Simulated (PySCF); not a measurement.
Cost against size for one kind of job: PySCF 2.14.0, delta-SCF UKS SCAN, pcX-2 on the ionised atom, pcseg-1 elsewhere, spin-free X2C. Hardware: an Arm Neoverse V2 with one thread, no GPU, on a shared host. Other jobs ran on the host; a repeat could differ by tens of per cent or more.

```tsv
species (SMILES)	atoms	electrons	basis functions	SCF cycles	core holes	wall time
FB=S	3	30	88	58	4	2.8 s
C[S][GeH2][PH2]	11	76	154	73	5	?
C[C@]1(F)CC1(F)F	12	56	154	118	7	40 s
C=[N][AlH2-][N+]#CC	13	52	165	293	7	?
O=C(Cl)c1ccsc1	11	74	177	204	10	?
```

Question: Estimate the withheld figures.

Answer: `C[S][GeH2][PH2]`: 18 s; `C=[N][AlH2-][N+]#CC`: 2.3 min; `O=C(Cl)c1ccsc1`: 71 s.

Question: With all rows, how does the wall time grow with the number of basis functions N?

Answer: A straight line through log(time) against log(N) has slope 4.9 between N = 88 and 177, and the rows scatter about it by a factor of about 2.0 (standard error of the fit). This is a fit to these rows, whose iteration counts differ, not the method's formal scaling.

Question: Which species took longest, and how many times the shortest run?

Answer: `C=[N][AlH2-][N+]#CC`, at 2.3 min: about 49 times the shortest (2.8 s).
